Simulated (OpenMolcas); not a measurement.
Ag3+ among 5 point charges of -1.5 e arranged as a square pyramid (C4v), 1.76 Å from the ion, with the axial distance 1.602 Å.

```json
{
  "Program": "OpenMolcas 26.06",
  "Method": "SS-CASPT2, IPEA 0.25 Eh, imaginary shift 0.1 Eh (closed shells correlated: 4s 4p)",
  "Basis": "ANO-RCC-VDZP [6s5p3d1f]",
  "Scalar Hamiltonian": "DKH2, point nucleus",
  "Active space": "8 electrons in 5 orbitals (4d)",
  "State averaging": "2S+1 = 3 even, 10 roots; 2S+1 = 1 even, 15 roots",
  "Spin-orbit coupling": "RASSI with atomic mean-field integrals over the reference wave functions"
}
```

(1) What is the spin-free ground state?

(2) Where is the first state of the same spin?

(3) What are the lowest two levels with spin-orbit coupling?

(4) What is χT at 300 K, and how does it compare with the textbook value?

## Answers

(1) A state of multiplicity 3, 1-fold in its orbital part, 100 % from free-ion F terms; it has the highest spin that d8 allows.

(2) A 2-fold state lies at 3220 cm-1 above the ground state.

(3) A 1-fold level, then a 2-fold level 83 cm-1 above it. Their leading multiplicities are 3 (99 %) and 3 (99 %).

(4) The lowest level has 2S+1 = 3, for which the spin-only value is χT = S(S+1) / 2 = 1.000 cm3 K/mol (g = 2). The computed 2.300 at 300 K differs by +1.300, through orbital momentum, spin-orbit coupling and any other state in reach.

Real 4d8 and 5d8 ions are as a rule square planar and diamagnetic. This shell can be high or low spin here, a state of another spin lies low, and with metal d orbitals alone active their balance is uncertain, so the ground spin may be wrong. Point charges give a weaker field than real ligands, and real ions of this kind are as a rule low spin; the high spin found here belongs to the model. Free-ion shares, where given, are those of the reference states; single-state CASPT2 does not remix them. Point charges carry no covalency, so the field is a model and not that of real ligands. An unlabelled pair can be two single states that coincide in this model. No measured value stands beside these numbers.
